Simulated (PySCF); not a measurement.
## Heteronuclear NMR

Bonds (- single, = double, # triple, : aromatic): C1-C2, C2-C3, C3-C4, C4=O5, C4-Cl6, C3=C7, C7-C8, C7-C9. C1 carries H10, H11, H12; C2 carries H13, H14; C8 carries H15, H16, H17; C9 carries H18, H19, H20.

Computational details: shielding tensors at PBE0/pcSseg-1 (GIAO), geometry from GFN2-xTB, in PySCF (a single conformation, no solvent model, averaged over atoms made equivalent by symmetry, fast rotation or ring inversion, non-relativistic).

**Question.** What are the $^{17}$O shifts?

**Answer.** 
```tsv
atoms	environment	σ (ppm)	δ (ppm)
O5	carbonyl oxygen	-245.1	490.0
```

Shieldings were converted by a linear fit to measured shifts: $^{17}$O (scatter 10.7 ppm rms, 12.2 ppm with the 3 outliers that the fit left out vs liquid water, solution or neat liquid). Occasional misses reach two or three times the rms, and more in compound classes unlike the fitted ones.

On a 300 MHz spectrometer $^{17}$O resonates near 40.7 MHz, so 1 ppm is 40.7 Hz.
